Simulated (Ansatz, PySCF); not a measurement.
Dimer: C2H4 (SMILES C=C) (first 6 atoms) with C2H6 (SMILES CC); geometry from B3LYP-D3(BJ)/def2-TZVP, rigid monomers moved along the line of their centres of mass till C1···H11 is 2.74 Å.
(charge 0, multiplicity 1):
```xyz
14

C      0.246     0.637    -0.026
C     -0.248    -0.567     0.221
H     -0.387     1.514    -0.072
H      1.305     0.795    -0.193
H      0.385    -1.444     0.269
H     -1.306    -0.725     0.391
C      0.348     0.657     3.664
C     -0.346    -0.699     3.583
H      1.320     0.577     4.155
H     -0.248     1.375     4.231
H      0.511     1.071     2.668
H      0.249    -1.413     3.011
H     -1.318    -0.616     3.092
H     -0.511    -1.123     4.575
```

Monomers are frozen at their geometry in the pair; levels with a basis set take the counterpoise correction.

Cores are frozen in the correlated methods.

Run with Ansatz (Gaussian basis) for Hartree–Fock, density functionals and correlated methods; PySCF for the dispersion terms. 

PBE/def2-TZVPPD gives 2.6 kJ/mol for the interaction energy.

Q: How do the other levels lie against it? Give each less PBE: PBE-D3(BJ)/def2-TZVPPD, r2SCAN/def2-TZVPPD, PBE0/def2-TZVPPD, wB97M-V/def2-TZVPPD, MP2/aug-cc-pVDZ, CCSD(T)/aug-cc-pVDZ.

A: PBE-D3(BJ)/def2-TZVPPD -6.2; r2SCAN/def2-TZVPPD -2.4; PBE0/def2-TZVPPD 0.4; wB97M-V/def2-TZVPPD -4.6; MP2/aug-cc-pVDZ -3.9; CCSD(T)/aug-cc-pVDZ -3.2 kJ/mol. 1 of 6 lie above PBE; the widest gap is to PBE-D3(BJ)/def2-TZVPPD.

Ansatz is a quantum-chemistry and plane-wave program.
